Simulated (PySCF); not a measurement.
Work out the structure from these simulated measurements.

Formula: C5H11NOSi3.

* Triplet: lowest triplet excitation (Tamm–Dancoff): 4.02 eV [TDA wB97X-D/def2-SVPD]
* 13C NMR: chemical shifts (computed TMS as zero) by class: 160.0 (2 C), 153.7 (1 C), 135.2 (2 C) ppm [GIAO HF/pcSseg-1]
* Polarisability: 143.1 au [wB97X-D/def2-SVPD]
* Rotational structure: rotational constants A, B, C: 1.154, 0.640, 0.490 GHz [PBE0-D3(BJ)/def2-SVP]
* UV, first state: lowest singlet excitation: 4.65 eV (267 nm, f = 0.005) [TDDFT wB97X-D/def2-SVPD]
* 1H NMR: chemical shifts (computed TMS as zero) by class: 8.96 (2 H), 7.50 (2 H), 4.88 (2 H), 4.68 (2 H), 2.16 (3 H) ppm [GIAO HF/pcSseg-1]
* Dipole: 1.09 D [wB97X-D/def2-SVPD]
* NMR, other nuclei: isotropic shieldings of nuclei other than C and H, by class: -115 (1 N), 332 (1 O), 420 (1 Si), 422 (1 Si), 487 (1 Si) ppm [GIAO HF/pcSseg-1]

The electronic properties come from PySCF, for the isolated species, density fitting. Levels stand in brackets. NMR shifts are as computed; neighbouring signals can stand in another order in a measured spectrum. Isolated species at its PBE0-D3(BJ)/def2-SVP geometry (one conformer only). Each NMR value is the plain mean over a class of atoms that symmetry, rotation or inversion makes alike.

Question: Give a SMILES that accounts for the data.

Answer: Numbering: `[SiH3:1][SiH2:2][O:3][SiH2:4][c:5]1[cH:6][cH:7][n:8][cH:9][cH:10]1`. Its formula, C5H11NOSi3, gives 4 degrees of unsaturation: 1 ring and 3 π bonds in the structure found (Kekulé form). 5 carbons fall into 3 classes; from least to most shielded: aromatic CH next to a ring nitrogen [C7/C9] (160.0 ppm, 2 C), substituted aromatic carbon [C5] (153.7 ppm), aromatic CH carbon [C6/C10] (135.2 ppm, 2 C). Hydrogen classes from least to most shielded: 2 H on 2 like atoms (aromatic CH next to a ring nitrogen), C7/C9 (8.96 ppm), 2 H on 2 aromatic CH carbons, C6/C10 (7.50 ppm), 2 H on an oxygen-bound silicon, Si4 (4.88 ppm), 2 H on an oxygen-bound silicon, Si2 (4.68 ppm), 3 H on an SiH3 silicon, Si1 (2.16 ppm, a mean of values up to 1.9 ppm apart in this geometry). The other shieldings belong to: -115 ppm, pyridine-type nitrogen [N8]; 332 ppm, siloxane oxygen [O3]; 420 ppm, oxygen-bound silicon [Si4]; 422 ppm, oxygen-bound silicon [Si2]; 487 ppm, SiH3 silicon [Si1]. The optimised geometry has point group C1 and is an asymmetric top. Structure: `[SiH3][SiH2]O[SiH2]c1ccncc1`. The assignments are read from this structure; whether some other isomer fits the data as well wasn't checked.

Shape of the structure used: `[SiH3:1][SiH2:2][O:3][SiH2:4][c:5]1[cH:6][cH:7][n:8][cH:9][cH:10]1`: Si1–Si2–O3–Si4 -22°, Si2–O3–Si4–C5 0°, O3–Si4–C5–C6 91°.
